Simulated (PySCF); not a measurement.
Breaking a bond: SMILES [AsH3] (H₃As). The As1–H4 bond (As1 also carries H, H; H4 carries nothing else) is varied alone, starting from the PBE0/def2-TZVP optimised geometry.

Computed with: UHF/cc-pVDZ (PySCF); RKS-LDA (SVWN5) = restricted LDA (SVWN5)/cc-pVDZ run with PySCF; RKS-r2SCAN = restricted r2SCAN/cc-pVDZ run with PySCF.

Magnitude of the dipole moment (D; its direction can reverse along the curve, and a method can change to another solution) and Mulliken charge of the fragment that holds As1:

```
R / Å  μ UHF  q UHF  μ RKS-LDA (SVWN5)  q RKS-LDA (SVWN5)  μ RKS-r2SCAN  q RKS-r2SCAN
-----  -----  -----  -----------------  -----------------  ------------  ------------
1.21    0.74   0.12               0.85               0.05          0.82          0.08
1.30    0.63   0.08               0.77               0.00          0.73          0.03
1.36    0.55   0.06               0.72              -0.02          0.67          0.02
1.42    0.48   0.05               0.67              -0.03          0.61          0.01
1.49    0.40   0.04               0.61              -0.03          0.54          0.00
1.52    0.37   0.04               0.59              -0.03          0.52          0.00
1.56    0.35   0.04               0.56              -0.03          0.49          0.00
1.61    0.33   0.05               0.53              -0.03          0.47          0.00
1.67    0.35   0.05               0.51              -0.02          0.45          0.01
1.77    0.46   0.06               0.50              -0.01          0.47          0.02
1.89    0.66   0.07               0.54               0.00          0.55          0.03
2.05    0.85   0.08               0.65               0.02          0.73          0.05
2.27    0.71   0.05               0.84               0.04          1.00          0.06
2.50    0.58   0.03               1.04               0.05          1.26          0.08
2.74    0.50   0.02               1.22               0.06          1.50          0.09
3.06    0.45   0.01               1.41               0.07          1.75          0.10
3.35    0.43   0.00               1.55               0.08          1.93          0.11
3.72    0.42   0.00               1.67               0.08          2.10          0.11
4.06    0.42   0.00               1.76               0.08          2.22          0.11
4.54    0.41   0.00               1.84               0.08          2.35          0.10
5.30    0.41   0.00               1.97               0.07          2.53          0.10
```

The unrestricted determinant behind UHF is spin-contaminated at 2.05 to 5.30 Å (<S²> up to 1.0, against 0.00 for a pure singlet). The restricted form behind RKS-LDA (SVWN5), RKS-r2SCAN keeps the bonding electrons paired and can't separate into open-shell fragments.
